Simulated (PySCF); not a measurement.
sulfur tetrafluoride anion (F4S), SMILES FS(F)(F)F (connectivity only; charge and spin as stated), charge -1, multiplicity 2.

Geometry: PBE0-D3(BJ)/def2-SVPD. The spin state was assumed, not searched.

Level of theory: PBE0-D3(BJ)/def2-SVPD in PySCF 2.14.0.

Frequencies are harmonic and unscaled.

```json
[
 {"mode": "1", "ν (cm⁻¹)": "167", "IR (km/mol)": "30.9", "moving atoms (share of kinetic energy)": "F 99 %"},
 {"mode": "2", "ν (cm⁻¹)": "184", "IR (km/mol)": "1.1", "moving atoms (share of kinetic energy)": "F 99 %"},
 {"mode": "3", "ν (cm⁻¹)": "230", "IR (km/mol)": "6.1", "moving atoms (share of kinetic energy)": "F 99 %"},
 {"mode": "4", "ν (cm⁻¹)": "322", "IR (km/mol)": "29.2", "moving atoms (share of kinetic energy)": "F 67 %, S 33 %"},
 {"mode": "5", "ν (cm⁻¹)": "403", "IR (km/mol)": "5.9", "moving atoms (share of kinetic energy)": "F 98 %"},
 {"mode": "6", "ν (cm⁻¹)": "438", "IR (km/mol)": "76.1", "moving atoms (share of kinetic energy)": "F 60 %, S 40 %"},
 {"mode": "7", "ν (cm⁻¹)": "499", "IR (km/mol)": "18.9", "moving atoms (share of kinetic energy)": "F 87 %, S 13 %"},
 {"mode": "8", "ν (cm⁻¹)": "608", "IR (km/mol)": "630.9", "moving atoms (share of kinetic energy)": "S 62 %, F 38 %"},
 {"mode": "9", "ν (cm⁻¹)": "759", "IR (km/mol)": "109.2", "moving atoms (share of kinetic energy)": "F 56 %, S 44 %"}
]
```
